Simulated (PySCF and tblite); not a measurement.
The numbers below are computed, except where a source is named.
System: C₅H₁₀Si₂, numbered as in [SiH3:1][C:2]1=[CH:3][C@H:4]([SiH3:5])[CH:6]=[CH:7]1.

Geometries: PBE0-D3(BJ)/def2-SVP; energies: PBE/pcSseg-1 + D3(BJ); zero-point and thermal terms from GFN2-xTB harmonic modes (soft modes blended into free rotors). Rate constants are transition-state-theory values, counting equivalent paths, without tunnelling. Run with tblite and PySCF.

Estimate the barrier and the room-temperature rate of the shift of Si5 from C4 to C6.

The electronic barrier is 11.4 kcal/mol and ΔG‡(298 K) 11.8 kcal/mol, over a Cs saddle with an imaginary mode of 258i cm⁻¹ (GFN2-xTB). With 1 equivalent path, k is 1.3×10⁴ s⁻¹, a mean lifetime of the start of 75 µs against this motion.
